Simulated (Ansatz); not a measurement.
```yaml
atoms:
  - { symbol: H, position_ang: [1.1700, 0.0000, 0.0000] }
  - { symbol: H, position_ang: [0.9466, 0.6877, 0.0000] }
  - { symbol: H, position_ang: [0.3615, 1.1127, 0.0000] }
  - { symbol: H, position_ang: [-0.3615, 1.1127, 0.0000] }
  - { symbol: H, position_ang: [-0.9466, 0.6877, 0.0000] }
  - { symbol: H, position_ang: [-1.1700, 0.0000, 0.0000] }
  - { symbol: H, position_ang: [-0.9466, -0.6877, 0.0000] }
  - { symbol: H, position_ang: [-0.3615, -1.1127, 0.0000] }
  - { symbol: H, position_ang: [0.3615, -1.1127, 0.0000] }
  - { symbol: H, position_ang: [0.9466, -0.6877, 0.0000] }
```

Basis set: 6-31G (spherical functions). All electrons are correlated. Charge 0, multiplicity 1.

Computed with Ansatz (development build ahead of 0.2.0); each method stands on the lowest determinant of its kind that the runs found. Restricted open shells among the atoms or ions are ROHF, correlated in semicanonical orbitals with singles.

Question: Give the atomization energy at this shape (free ground-state atoms in the same class of orbitals less the molecule, no zero-point energy) of singlet H10 by RHF-MP2, RHF.

Answer:

```json
{"method": "RHF-MP2", "atomization energy": "5.65 eV"}
{"method": "RHF", "atomization energy": "2.45 eV"}
```

Caution: no unrestricted run beside it, a lower state can exist; the shape is not the minimum.

This basis has no polarisation functions and is too small for such energies, which can lie far from measured ones in either direction.
